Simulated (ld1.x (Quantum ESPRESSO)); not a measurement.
## What one change does to a pseudopotential (aluminium, PAW)

ld1.x (Quantum ESPRESSO) 7.5 input, shortened:

```
&input
   title='Al', zed=13., rel=1, dft='PZ', iswitch=3,
   config='[Ne] 3s1 3p0 3d-2'
 /
 &inputp
   pseudotype=3, lpaw=.true., tm=.true., lloc=-1, rcloc=1.45,
   nlcc=.false.,
   which_augfun='PSQ', rmatch_augfun=1.35
 /
6
3S  1  0   1.00   0.00  1.90  2.00  0.0
3S  1  0   0.00   0.25  1.90  2.00  0.0
3P  2  1   0.00   0.00  1.50  2.10  0.0
3P  2  1   0.00  -0.25  1.50  2.10  0.0
3D  3  2  -2.00  -0.10  1.40  1.90  0.0
3D  3  2  -2.00   0.35  1.40  1.90  0.0
 &test
   configts(1)='3s1 3p0'
 /
```

Change: waves 3s (bound): rcut 1.90, rcutus 2.54 bohr; 3s channel at 0.25 Ry: rcut 1.90, rcutus 2.54 bohr.

Cutoffs: the cutoffs (Ry, on a coarse ladder) from which the occupation-weighted sum of valence levels, in a spherical-Bessel basis at the reference potential, stays within 10 and 1 mRy of its value at 400 Ry; they do not see the model core or the augmentation charge, which bear on the density cutoff. Errors are all-electron minus pseudo energies relative to the spin-unpolarised reference configuration.

Problem. What does the change do?

Solution. Both files are very soft, the changed one slightly softer (loose and tight cutoff 6 and 10 Ry → 6 and 6 Ry on this coarse ladder); of the 9 tests that both files solve, the error grows in 0 and shrinks in 1 by more than 15 % and 0.3 meV (median size 13.9 → 12.2 meV); neither file shows a bound ghost.

```tsv
quantity	base	changed
cutoff, loose	6 Ry	6 Ry
cutoff, tight	10 Ry	6 Ry
bound ghosts	none	none
error for 3s2 3p1, meV [ΔE -25.22 eV]	-20	-20
error for 3s2 3p0, meV [ΔE -19.38 eV]	-14	-12
error for 3s2 3p0.5, meV [ΔE -23.10 eV]	-18	-17
error for 3s1 3p2, meV [ΔE -20.07 eV]	-11	-12
error for 3s1 3p1, meV [ΔE -13.56 eV]	-6.3	-6.5
error for 3s0 3p3, meV [ΔE -14.72 eV]	-4.9	-5.6
error for 3s2 3p1.3, meV [ΔE -25.82 eV]	-20	-21
error for 3s1 3p0 (spin-polarised), meV [ΔE -0.43 eV]	-1.8	-1.3
error for 3s2 3p1 (spin-polarised), meV [ΔE -25.36 eV]	-20	-20
lowest overlap eigenvalue by channel	s 0.42, p 0.73, d 0.96	s 0.40, p 0.73, d 0.96
```
